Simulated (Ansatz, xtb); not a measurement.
## Relative energy of two isomers of C3H8OSn

Structure a is `CC[CH2][Sn][OH]`, a singlet and structure b is `C[CH](C)[Sn][OH]`, a singlet. Both are isolated molecules in the gas phase, relaxed with PBE0-D4/def2-SVP; the shapes shown needn't be the lowest conformers.

a (Å):

```xyz
13

C     1.6659    1.6881    0.1940
C     0.3735    1.1752    0.8128
C     0.0286   -0.2425    0.3734
O     0.7922   -3.1792   -0.2674
Sn    1.4645   -1.8107    1.0346
H     2.5270    1.0539    0.4716
H     1.9014    2.7136    0.5170
H     1.6060    1.6898   -0.9066
H     0.4564    1.2183    1.9144
H    -0.4462    1.8719    0.5578
H    -0.9539   -0.5581    0.7733
H    -0.0566   -0.3048   -0.7280
H     0.0848   -2.8518   -0.8368
```

b (Å):

```yaml
atoms:
  - { symbol: C, position_ang: [-1.5365, 2.7278, -0.1745] }
  - { symbol: C, position_ang: [-1.6697, 1.2300, 0.0709] }
  - { symbol: C, position_ang: [-2.1270, 0.9177, 1.4902] }
  - { symbol: O, position_ang: [1.2547, 1.2157, 1.1063] }
  - { symbol: Sn, position_ang: [0.2892, 0.2155, -0.3389] }
  - { symbol: H, position_ang: [-0.7584, 3.1798, 0.4657] }
  - { symbol: H, position_ang: [-2.4778, 3.2654, 0.0445] }
  - { symbol: H, position_ang: [-1.2687, 2.9631, -1.2184] }
  - { symbol: H, position_ang: [-2.3982, 0.8094, -0.6452] }
  - { symbol: H, position_ang: [-2.2872, -0.1611, 1.6553] }
  - { symbol: H, position_ang: [-3.0784, 1.4252, 1.7363] }
  - { symbol: H, position_ang: [-1.3883, 1.2502, 2.2408] }
  - { symbol: H, position_ang: [0.7033, 1.8402, 1.5945] }
```

Problem. Estimate which is lower in electronic energy at CCSD(T)/def2-SVP + ΔMP2/def2-TZVPP, and by roughly how much.

Solution. CCSD(T)/def2-SVP + ΔMP2/def2-TZVPP gives E(b) − E(a) = +4.79 kJ/mol, favouring structure a, but this leans on the basis-set step: CCSD(T) alone gives +3.22 kJ/mol.

How the difference moves with the method:

```tsv
level	geometry	E(b) − E(a) (kJ/mol)	departure from the last row (kJ/mol)	job, with rough time for the two
PBE0-D4/def2-SVP	PBE0-D4/def2-SVP	+3.43	−1.36	optimisation, 2.4 min
HF/def2-SVP	PBE0-D4/def2-SVP	+10.58	+5.78	part of the CCSD(T) run
MP2/def2-SVP	PBE0-D4/def2-SVP	+2.96	−1.84	part of the CCSD(T) run
CCSD(T)/def2-SVP	PBE0-D4/def2-SVP	+3.22	−1.58	single point
CCSD(T)/def2-SVP + ΔMP2/def2-TZVPP	PBE0-D4/def2-SVP	+4.79		single point, 95 s
```

As drawn, both hold the same kinds of bond in the same numbers. Structure a has 1 methyl group, b 2.

The largest departure from CCSD(T)/def2-SVP + ΔMP2/def2-TZVPP is that of HF/def2-SVP, 5.78 kJ/mol. Levels run at GFN2-xTB geometries aren't shown. The last row adds to CCSD(T) the change of the MP2 difference between the two basis sets, here +1.58 kJ/mol.

With thermal terms from frequencies at re-optimised GFN2-xTB minima (ideal gas, soft modes damped towards free rotors, one conformer each, 298.15 K, 1 atm): the zero-point term adds +0.07 kJ/mol; ΔH is +5.30 and ΔG +5.24 kJ/mol.

The correlated steps freeze 8 core orbitals; the filled d shell of Sn is correlated, in a basis made for valence electrons. Atoms past krypton carry core potentials in the def2 sets and no spin–orbit term is included. Run with Ansatz 0.2.0, xtb 6.7.1; the last row on 2 threads of Arm Neoverse V2 on a shared host.
